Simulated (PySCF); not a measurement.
Computed shifts of a molecule C3H5ClOSi, PBE/pcSseg-1 (PySCF), GIAO, gas phase, atoms alike by connectivity averaged where their shifts nearly agree, in ppm (number of nuclei): ¹³C: 221.6 (1), 109.3 (1), 88.4 (1). ²⁹Si: -32.4 (1). ¹H: 5.71 (1), 5.62 (1), 5.42 (1), 5.18 (1), 1.38 (1). References: ¹³C against TMS (σ = 182.0 ppm); ³⁵Cl against HCl (σ = 936.5 ppm); ²⁹Si against TMS (σ = 335.4 ppm); ¹⁷O against H2O (σ = 334.3 ppm); ¹H against TMS (σ = 31.49 ppm), references at their B3LYP-D3(BJ)/def2-TZVP geometries, non-relativistic (without spin–orbit terms, shifts of atoms bonded to Cl or Br come out too high). Geometry: B3LYP-D3(BJ)/def2-SVP. One conformer was computed; it need not be the lowest.

**Question.** Which structure fits?
(A) O[Si@H]1CC=C1Cl
(B) C=C=C(Cl)[SiH2]O
(C) Cl/C=C1\CO[SiH2]1
(D) C#CCO[SiH2]Cl

**Answer.** B, C=C=C(Cl)[SiH2]O
